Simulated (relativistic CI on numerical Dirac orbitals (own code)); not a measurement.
## Energy levels of Tm34+

Calculated at this level of theory: Dirac-Coulomb-Breit CI, separate exchange-only KLI orbitals for each configuration, model QED (radiative potential, 1s self-energy scaled to tabulated hydrogen-like ionisation energies), unscaled Slater integrals (own radial code, finite nucleus).

CI space (outside the closed core [Ar] 3d10): 4s²4p⁵, 4s4p⁶, 4s²4p⁴4d, 4s4p⁵4d, 4s²4p⁴4f, 4s4p⁵4f, 4p⁶4d, 4s4p⁴4d², 4s²4p³4d4f, 4p⁶4f, 4p⁵4d², 4p⁴4d³, 4p⁴4d²4f. Double excitations out of closed p, d and f shells are left out; levels of such configurations are missing from the list, as are those of other unlisted configurations, and high levels can miss mixing partners.

The lowest level is 4s²4p⁵ ²P°3/2, with 100 % of that term; Hund's rules for 4s²4p⁵ give ²P° with J = 3/2, in agreement.

| No. | Configuration | Term | J | E (eV) | % | Next component (%) | Landé g |
| --- | --- | --- | --- | --- | --- | --- | --- |
| 1 | 4s²4p⁵ | ²P° | 3/2 | 0.000 | 100 |  | 1.330 |
| 2 | 4s²4p⁵ | ²P° | 1/2 | 63.292 | 99 |  | 0.660 |
| 3 | 4s²4p⁴4d | ⁴D | 3/2 | 130.036 | 38 | 31 ²D | 1.182 |
| 4 | 4s²4p⁴4d | ⁴P | 1/2 | 130.865 | 42 | 20 ²P | 1.773 |
| 5 | 4s²4p⁴4d | ⁴D | 5/2 | 131.818 | 47 | 18 ²D | 1.232 |
| 6 | 4s²4p⁴4d | ⁴F | 7/2 | 134.632 | 33 | 29 ²F | 1.145 |
| 7 | 4s²4p⁴4d | ²P | 1/2 | 140.293 | 42 | 32 4s4p⁶ ²S | 1.249 |
| 8 | 4s²4p⁴4d | ²D | 3/2 | 142.383 | 60 | 19 ⁴F | 0.878 |
| 9 | 4s²4p⁴4d | ²F | 7/2 | 144.208 | 48 | 41 ⁴D | 1.240 |
| 10 | 4s²4p⁴4d | ⁴F | 9/2 | 145.626 | 70 | 29 ²G | 1.265 |
| 11 | 4s²4p⁴4d | ²D | 5/2 | 157.200 | 49 | 25 ⁴P | 1.223 |
| 12 | 4s²4p⁴4d | ²D | 3/2 | 160.985 | 37 | 26 ⁴P | 1.140 |
| 13 | 4s4p⁶ | ²S | 1/2 | 161.469 | 43 | 34 4s²4p⁴4d ⁴P | 1.938 |
| 14 | 4s²4p⁴4d | ²D | 5/2 | 163.723 | 36 | 23 ²F | 1.125 |
| 15 | 4s²4p⁴4d | ⁴D | 1/2 | 188.590 | 78 | 17 ²P | 0.214 |
| 16 | 4s²4p⁴4d | ⁴D | 3/2 | 192.824 | 35 | 26 ⁴F | 0.992 |
| 17 | 4s²4p⁴4d | ⁴F | 5/2 | 197.196 | 42 | 39 ²F | 0.995 |
| 18 | 4s²4p⁴4d | ²G | 7/2 | 198.262 | 59 | 25 ²F | 1.004 |
| 19 | 4s²4p⁴4d | ⁴D | 7/2 | 205.052 | 40 | 40 ⁴F | 1.292 |
| 20 | 4s²4p⁴4d | ²P | 3/2 | 207.943 | 50 | 26 ⁴P | 1.345 |
| 21 | 4s²4p⁴4d | ²F | 5/2 | 210.134 | 48 | 22 ⁴P | 1.139 |
| 22 | 4s²4p⁴4d | ²G | 9/2 | 211.055 | 70 | 29 ⁴F | 1.173 |
| 23 | 4s²4p⁴4d | ²D | 5/2 | 212.685 | 55 | 28 ⁴P | 1.271 |
| 24 | 4s²4p⁴4d | ²S | 1/2 | 215.332 | 49 | 20 ²P | 1.847 |
| 25 | 4s²4p⁴4d | ²P | 3/2 | 216.028 | 62 | 15 ²D | 1.181 |
| 26 | 4s²4p⁴4d | ²F | 7/2 | 216.896 | 77 | 11 ⁴F | 1.143 |
| 27 | 4s²4p⁴4d | ²D | 5/2 | 217.015 | 65 | 24 ²F | 1.118 |
| 28 | 4s²4p⁴4d | ²D | 3/2 | 230.472 | 68 | 15 ⁴F | 0.819 |
| 29 | 4s²4p⁴4d | ²P | 1/2 | 238.022 | 77 | 20 ²S | 0.959 |
| 30 | 4s²4p⁴4d | ²D | 3/2 | 277.764 | 63 | 16 ⁴F | 0.835 |
| 31 | 4s²4p⁴4d | ²D | 5/2 | 278.159 | 44 | 18 ²F | 1.185 |
| 32 | 4s4p⁵4d | ⁴P° | 1/2 | 283.981 | 91 | 8 ⁴D° | 2.439 |
| 33 | 4s4p⁵4d | ⁴P° | 3/2 | 286.652 | 53 | 33 ⁴D° | 1.416 |
| 34 | 4s4p⁵4d | ⁴F° | 5/2 | 287.395 | 33 | 30 ⁴D° | 1.168 |
| 35 | 4s4p⁵4d | ⁴F° | 7/2 | 287.902 | 55 | 20 ²F° | 1.231 |
| 36 | 4s4p⁵4d | ⁴F° | 9/2 | 295.024 | 84 | 12 4s²4p⁴4f ⁴F° | 1.322 |
| 37 | 4s4p⁵4d | ²D° | 3/2 | 295.608 | 30 | 23 ⁴P° | 0.950 |
| 38 | 4s4p⁵4d | ²F° | 5/2 | 297.541 | 30 | 23 ⁴D° | 1.158 |
| 39 | 4s4p⁵4d | ²P° | 1/2 | 298.497 | 40 | 33 ⁴D° | 0.399 |
| 40 | 4s4p⁵4d | ²D° | 5/2 | 305.954 | 47 | 32 ⁴P° | 1.268 |
| 41 | 4s4p⁵4d | ⁴D° | 7/2 | 306.534 | 56 | 35 ²F° | 1.309 |
| 42 | 4s4p⁵4d | ²P° | 3/2 | 310.873 | 32 | 21 ²D° | 1.126 |
| 43 | 4s4p⁵4d | ²F° | 7/2 | 313.824 | 55 | 21 4s²4p⁴4f ⁴F° | 1.166 |
| 44 | 4s4p⁵4d | ²D° | 5/2 | 317.051 | 44 | 20 ²F° | 1.124 |
| 45 | 4s²4p⁴4f | ²G° | 9/2 | 318.128 | 38 | 31 ²H° | 1.068 |
| 46 | 4s4p⁵4d | ²P° | 1/2 | 318.359 | 57 | 29 4s²4p⁴4f ⁴D° | 0.498 |
| 47 | 4s²4p⁴4f | ⁴G° | 11/2 | 319.049 | 69 | 31 ²H° | 1.213 |
| 48 | 4s4p⁵4d | ²D° | 3/2 | 320.314 | 33 | 29 ²P° | 1.098 |
| 49 | 4s²4p⁴4f | ²G° | 9/2 | 321.470 | 39 | 36 ⁴F° | 1.222 |
| 50 | 4s²4p⁴4f | ²F° | 5/2 | 321.545 | 30 | 26 ⁴F° | 1.007 |
| 51 | 4s4p⁵4d | ²F° | 7/2 | 322.212 | 22 | 16 ⁴F° | 1.125 |
| 52 | 4s²4p⁴4f | ⁴D° | 3/2 | 323.227 | 27 | 27 ²D° | 0.833 |
| 53 | 4s²4p⁴4f | ²F° | 7/2 | 327.476 | 52 | 19 ²G° | 1.124 |
| 54 | 4s²4p⁴4f | ²F° | 5/2 | 329.131 | 50 | 25 ⁴G° | 0.855 |
| 55 | 4s4p⁵4d | ⁴D° | 1/2 | 330.598 | 40 | 22 4s²4p⁴4f ⁴D° | 0.302 |
| 56 | 4s²4p⁴4f | ²D° | 5/2 | 331.795 | 26 | 23 ²F° | 1.119 |
| 57 | 4s²4p⁴4f | ²F° | 7/2 | 332.129 | 51 | 14 ²G° | 1.153 |
| 58 | 4s4p⁵4d | ⁴D° | 3/2 | 337.185 | 25 | 20 4s²4p⁴4f ²D° | 1.074 |
| 59 | 4s4p⁵4d | ⁴F° | 3/2 | 349.268 | 42 | 31 ²D° | 0.594 |
| 60 | 4s4p⁵4d | ⁴F° | 5/2 | 357.046 | 31 | 28 ²F° | 1.025 |
| 61 | 4s4p⁵4d | ⁴P° | 5/2 | 364.362 | 31 | 23 ²D° | 1.335 |
| 62 | 4s4p⁵4d | ²P° | 3/2 | 368.501 | 34 | 22 4s²4p⁴4f ²P° | 1.267 |
| 63 | 4s4p⁵4d | ²P° | 1/2 | 369.122 | 37 | 32 4s²4p⁴4f ²P° | 0.487 |
| 64 | 4s4p⁵4d | ²F° | 7/2 | 369.803 | 41 | 17 4s²4p⁴4f ²F° | 1.195 |
| 65 | 4s4p⁵4d | ²F° | 5/2 | 378.163 | 52 | 20 ²D° | 0.976 |
| 66 | 4s²4p⁴4f | ⁴F° | 3/2 | 379.163 | 42 | 17 4s4p⁵4d ²P° | 0.704 |
| 67 | 4s²4p⁴4f | ⁴G° | 9/2 | 379.710 | 45 | 40 ⁴F° | 1.218 |
| 68 | 4s²4p⁴4f | ⁴G° | 7/2 | 381.102 | 47 | 29 ²G° | 0.998 |
| 69 | 4s²4p⁴4f | ²H° | 9/2 | 381.416 | 59 | 30 ²G° | 1.001 |
| 70 | 4s²4p⁴4f | ⁴G° | 5/2 | 383.634 | 35 | 17 ²D° | 0.952 |

Energies count from the lowest computed level; ° marks odd parity.

The mean weight of the leading LS term, summed over parents, in these 70 levels is 49 %, and that of the leading jj configuration (from the same eigenvectors) 78 %, so jj coupling describes them better and the LS labels are nominal.

At this charge energies of transitions that change n are usually good to better than 1 %, and those within a shell (Δn = 0) to a few per cent.

LS names give the leading component of a level, which can be under half, so a name can repeat, a term be missing and a line seem to break the LS rules.
